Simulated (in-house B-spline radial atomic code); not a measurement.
The numbers below are computed, except where a source is named.
## Two electrons in Ge: a Gaussian well −V exp(−r²/w²) with V = 91.6 meV and w = 67.8 nm

For Ge the NSM archive of the Ioffe Institute lists m_l = 1.6 m0, m_t = 0.08 m0 and ε = 16.2; the model takes one isotropic valley with the conductivity mass 3/(1/m_l + 2/m_t) = 0.117 m0, and so misses anisotropy and the other valleys. All triplets below are those of one valley; with several valleys two electrons can form a triplet in the 1s orbital itself, at an energy set by the valley splitting.

Effective-mass model with parabolic bands, a uniform dielectric constant, no image charges, no central-cell or spin-orbit terms. Two-electron levels come from full CI in B-splines with partial waves to l = 5 (up to 0.001 effective hartree above the limit).

(1) What are the effective units, and what is the potential in them?

In these units the lowest s and p orbitals lie at -6.930879 and -6.525597, and their Coulomb and exchange integrals are J_ss = 0.508656, J_sp = 0.421682 and K_sp = 0.08384. Full CI gives -13.416470 for the ground singlet, -13.135211 for the sp triplet, -13.014138 for the sp singlet and -12.748475 for the lowest triplet of two s orbitals.

(2) What does it cost to add the second electron, to first order and exactly?

(3) How far above the singlet do the triplets lie?

Answers

(1) Ha* = 27211.386 meV × 0.117/16.2² = 12.13 meV and a* = 0.0529177 nm × 16.2/0.117 = 7.327 nm. V = 7.55 Ha* and w = 9.25 a*.

(2) To first order E = 2ε_s + J_ss = -13.353102, so the charging energy E(2) − 2E(1) is J_ss = 6.171 meV. CI gives -13.416470 − 2 × (-6.930879) = 0.445288, or 5.402 meV: relaxation and correlation lower it by 0.7687 meV, 12.5 % of J_ss. The s² configuration of one-electron orbitals holds 94.2 % of the state, and the mean radius is 14.4 nm. The second electron is bound by ε_s − E = 78.68 meV, against 84.08 meV for the first.

(3) To first order the sp triplet lies at ε_s + ε_p + J_sp − K_sp = -13.118632, which is 2.844 meV above 2ε_s + J_ss. CI gives -13.135211 − (-13.416470) = 0.281259, or 3.412 meV, 69 % of the orbital spacing of 4.917 meV. The ss triplet lies 8.104 meV up, so the lower of the two is the sp one, and its gap equals k_BT at 39.6 K. The sp singlet-triplet splitting is 1.469 meV, against 2K_sp = 2.034 meV.
